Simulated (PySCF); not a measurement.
Exact mass, isotope pattern and composition

Species: `C[NH][GeH2-]`.

Calculated from isotope tables alone.

Molar mass and exact mass?

For [CH6GeN]-, with standard atomic weights, 1 × 12.011 + 1 × 14.007 + 1 × 72.630 + 6 × 1.008 = 104.696 g/mol. From the most abundant isotopes (12C, 14N, 74Ge, 1H), 1 × 12.000000 + 1 × 14.003074 + 1 × 73.921178 + 6 × 1.007825 = 105.9712 u for neutral atoms; the ion's mass is 105.9718 u once 1 electron mass (0.000549 u) is added.

Work out the cluster of the ion itself, one line a nominal mass.

| nominal mass | m/z (centroid) | relative intensity |
| --- | --- | --- |
| 102 | 101.9748 | 57.3 |
| 103 | 102.9768 | 0.9 |
| 104 | 103.9726 | 75.7 |
| 105 | 104.9741 | 22.4 |
| 106 | 105.9718 | 100.0 |
| 107 | 106.9737 | 1.5 |
| 108 | 107.9720 | 20.9 |
| 109 | 108.9739 | 0.3 |

Cut off at 0.1 %. Abundances used (%; other tables differ somewhat): 12C 98.93, 13C 1.07; 14N 99.632, 15N 0.368; 70Ge 20.84, 72Ge 27.54, 73Ge 7.73, 74Ge 36.28, 76Ge 7.61; 1H 99.9885, 2H 0.0115.

Which singly substituted isotopologues are there?

Intensity in % of the monoisotopic species:

```csv
isotope,mass shift (u),m/z,intensity (%)
70Ge,-3.99693,101.9748,57.44
72Ge,-1.99910,103.9726,75.91
73Ge,-0.99772,104.9740,21.31
15N,+0.99703,106.9688,0.37
13C,+1.00335,106.9751,1.08
2H,+1.00628,106.9780,0.07
76Ge,+2.00022,107.9720,20.98
```

Species under 0.02 % are left out.

What share of all these ions is the monoisotopic species?

0.9893 × 0.99632 × 0.3628 × 0.999885^6 = 35.74 %.

Protons, neutrons, electrons, and exact less nominal mass of the monoisotopic species?

51 protons, 55 neutrons and 52 electrons; 105.9712 − 106 = -0.0288 u, electron masses as for neutral atoms.

What resolving power m/Δm just matches the spacing of the species with one 15N and with one 13C?

They lie 0.00632 u apart at mass 106.97, so m/Δm is about 17000.

What is the composition by mass?

C 11.47 %, N 13.38 %, Ge 69.37 %, H 5.78 %.
